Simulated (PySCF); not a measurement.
B3LYP has the VWN-RPA correlation part, as in Gaussian. Excitations are Tamm–Dancoff values on a coarser integration grid. The basis has no diffuse functions, so Rydberg states are missing or too high.

Z-matrix (Å, degrees):
```
C
C 1 1.3301
H 2 1.0808 1 121.11
H 2 1.0818 3 118.48 1 -180.00
H 1 1.0926 2 120.97 3 0.00
N 1 1.3975 5 117.71 2 -180.00
C 6 1.2682 1 118.07 5 0.00
H 7 1.0864 6 119.38 1 180.00
H 7 1.0970 8 117.44 6 -180.00
```
Charge 0, spin multiplicity 1.

Task: What S1 excitation (TDA), dipole moment, HOMO–LUMO gap, total energy and S1–T1 gap (TDA) does B3LYP-D3(BJ)/def2-TZVP (PySCF 2.14.0) give?

Result: 
| Quantity | Result |
|---|---|
| S1 excitation (TDA) | 4.44 eV |
| dipole moment | 1.46 D |
| HOMO–LUMO gap | 5.66 eV |
| total energy | -4683.31 eV |
| S1–T1 gap (TDA) | 1.09 eV |
